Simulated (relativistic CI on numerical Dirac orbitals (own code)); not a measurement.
## Au XLIV: q coefficients and field-shift factors

These numbers are calculated, not measured: Dirac-Coulomb-Breit CI, separate exchange-only KLI orbitals for each configuration, derivatives by finite differences, unscaled Slater integrals, QED left out (own radial code, finite nucleus).

Configurations in the expansion (outside the closed core [Ar] 3d10): 4s²4p⁶, 4s²4p⁵4d, 4s4p⁶4d, 4s²4p⁵4f, 4s4p⁶4f, 4p⁶4d², 4p⁵4d³, 4p⁵4d²4f. Double excitations out of closed p, d and f shells are left out; levels of such configurations are missing from the list, as are those of other unlisted configurations, and high levels can miss mixing partners.

With x = (α/α₀)² − 1 an excitation energy changes as ω = ω₀ + qx; K = 2q/ω₀ is the relative enhancement. Terms are leading LS components, so labels can repeat. The field-shift factor is F = δν/δ⟨r²⟩ for the transition from the lowest level.

Lowest level 4s²4p⁶ ¹S0.

| Level | ω₀ (cm⁻¹) | q (cm⁻¹) | K | F (GHz/fm²) |
| --- | --- | --- | --- | --- |
| 4s²4p⁵4d ³P°0 | 1343243 | 64940 | 0.0967 | 15.3 |
| 4s²4p⁵4d ³P°1 | 1387436 | 78320 | 0.113 | 15.9 |
| 4s²4p⁵4d ³F°3 | 1411316 | 66920 | 0.0948 | 13.8 |
| 4s²4p⁵4d ³D°2 | 1424533 | 67990 | 0.0955 | 15.2 |
| 4s²4p⁵4d ³F°4 | 1599717 | 292700 | 0.366 | 20.6 |
| 4s²4p⁵4d ¹D°2 | 1622819 | 294300 | 0.363 | 22.8 |
| 4s²4p⁵4d ³D°3 | 1671971 | 292400 | 0.35 | 23.8 |
| 4s²4p⁵4d ¹P°1 | 1821341 | 332100 | 0.365 | 12.5 |
| 4s²4p⁵4d ³F°2 | 2449636 | 1.386e+06 | 1.13 | -249 |
| 4s²4p⁵4d ¹P°1 | 2643274 | 1.349e+06 | 1.02 | -234 |
| 4s²4p⁵4d ³P°2 | 2678308 | 1.614e+06 | 1.2 | -238 |
| 4s²4p⁵4d ³F°3 | 2700760 | 1.615e+06 | 1.2 | -240 |
| 4s²4p⁵4f ³D1 | 3226237 | 532100 | 0.33 | -624 |

At this charge energies of transitions that change n are usually good to better than 1 %, and those within a shell (Δn = 0) to a few per cent.
